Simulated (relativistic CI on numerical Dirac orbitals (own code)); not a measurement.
**Slater and spin-orbit integrals, Sn XXVIII**

These numbers are calculated, not measured: Dirac-Coulomb-Breit CI, orbitals from a KLI potential per configuration, QED by a radiative potential, unscaled Slater integrals (own radial code, finite nucleus).

Slater integrals F^k, G^k are unscaled and averaged over j, outside the closed core [Ne]; ζ comes from projecting the Hamiltonian with its Breit term on Σ l·s of the shell.

- 3s2 3p6 3d5: F^2(3d,3d) = 356190, F^4(3d,3d) = 229310, ζ(3d) = 32589 cm⁻¹; <r>(3d) = 0.2847, <r^2>(3d) = 0.09448 (bohr units).
- 3s2 3p5 3d6: ζ(3p) = 258010, F^2(3d,3d) = 355350, F^4(3d,3d) = 228740, F^2(3p,3d) = 314940, G^1(3p,3d) = 345390, G^3(3p,3d) = 227680, ζ(3d) = 32147 cm⁻¹; <r>(3p) = 0.3155, <r^2>(3p) = 0.115, <r>(3d) = 0.2853, <r^2>(3d) = 0.09489 (bohr units).
- 3s2 3p4 3d7: F^2(3p,3p) = 314360, ζ(3p) = 257770, F^2(3d,3d) = 354490, F^4(3d,3d) = 228160, F^2(3p,3d) = 314530, G^1(3p,3d) = 345330, G^3(3p,3d) = 227510, ζ(3d) = 31709 cm⁻¹; <r>(3p) = 0.3159, <r^2>(3p) = 0.1153, <r>(3d) = 0.2859, <r^2>(3d) = 0.09531 (bohr units).

Question: Give the Racah parameters of the d shell in 3s2 3p6 3d5.

Answer: B = F²/49 − 5F⁴/441 = 4669 cm⁻¹ and C = 35F⁴/441 = 18199 cm⁻¹.

Averages of the first 10 configurations, taken without configuration mixing, which lowers the lowest level and can move excited configurations by several eV; other configurations of the list can lie among them:

```json
{"Configuration": "3s2 3p6 3d5", "Parity": "even", "States": "252", "Average energy above the lowest level (eV)": "34.7"}
{"Configuration": "3s2 3p5 3d6", "Parity": "odd", "States": "1260", "Average energy above the lowest level (eV)": "248.8"}
{"Configuration": "3s2 3p4 3d7", "Parity": "even", "States": "1800", "Average energy above the lowest level (eV)": "467.7"}
{"Configuration": "3s 3p6 3d6", "Parity": "even", "States": "420", "Average energy above the lowest level (eV)": "405.5"}
{"Configuration": "3p6 3d7", "Parity": "even", "States": "120", "Average energy above the lowest level (eV)": "782.9"}
{"Configuration": "3s 3p5 3d7", "Parity": "odd", "States": "1440", "Average energy above the lowest level (eV)": "618.5"}
{"Configuration": "3s2 3p6 3d4 4s", "Parity": "even", "States": "420", "Average energy above the lowest level (eV)": "639.2"}
{"Configuration": "3s2 3p6 3d4 4p", "Parity": "odd", "States": "1260", "Average energy above the lowest level (eV)": "695.5"}
{"Configuration": "3s2 3p6 3d4 4d", "Parity": "even", "States": "2100", "Average energy above the lowest level (eV)": "774.2"}
{"Configuration": "3s2 3p6 3d4 4f", "Parity": "odd", "States": "2940", "Average energy above the lowest level (eV)": "846.3"}
```
